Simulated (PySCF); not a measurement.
Delta-SCF ions had no search for a lower state. Excitations are Tamm–Dancoff values on a coarser integration grid. The basis has no diffuse functions, so Rydberg states are missing or too high.

Z-matrix (Å, degrees):
```
Si
C 1 1.6997
H 2 1.0820 1 123.19
H 2 1.0827 3 115.83 1 -177.06
N 1 1.7197 2 125.52 3 -3.22
C 5 1.2609 1 129.69 2 46.63
H 6 1.0942 5 120.13 1 -174.97
H 6 1.0982 7 115.76 5 179.97
H 1 1.4684 2 123.87 3 -177.39
```
Charge 0, multiplicity 1.

Task: What S1–T1 gap (TDA), HOMO–LUMO gap and vertical ionisation energy (Delta-SCF) does PBE-D3(BJ)/def2-TZVP // B3LYP-D3(BJ)/def2-TZVP run with PySCF 2.14.0 give?

Result: 
```
Quantity                                 Result
--------------------------------------  -------
S1–T1 gap (TDA)                         0.90 eV
HOMO–LUMO gap                           2.60 eV
vertical ionisation energy (Delta-SCF)  8.15 eV
```
